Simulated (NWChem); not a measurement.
CH5BClN; SMILES CB(N)Cl

```xyz
9

B     -0.0685    -0.4090     0.0010
Cl     0.1193     1.3875    -0.0017
C      1.2172    -1.3157     0.0003
H      1.8224    -1.1258    -0.8953
H      0.9870    -2.3875     0.0314
H      1.8591    -1.0811     0.8586
N     -1.3723    -0.9048     0.0004
H     -1.5729    -1.8954     0.0019
H     -2.1921    -0.3133    -0.0019
```
Atoms are numbered in this order, from 1.

Program: NWChem. Pople sets run with spherical d functions. Geometry: optimised at B3LYP/6-31G* (spherical d). Atomic charges in e: unrestrained fits to the electrostatic potential beside Mulliken populations; buried atoms are poorly determined by the fit.

For level B3LYP/def2-SVP:

```yaml
ESP B1: 0.41
Mulliken B1: -0.13
Mulliken Cl2: -0.15
ESP C3: -0.20
Mulliken C3: -0.01
ESP N7: -0.75
Mulliken N7: -0.03
```

### Question
How do the values read with level Hartree-Fock/6-31G* instead?

### Answer
The ESP B1 comes out as 0.72 and the Mulliken B1 comes out as 0.62. The Mulliken Cl2 is -0.28 and the ESP C3 is -0.34. The Mulliken C3 comes out as -0.71 and the ESP N7 comes out as -1.03. The Mulliken N7 is -0.93.
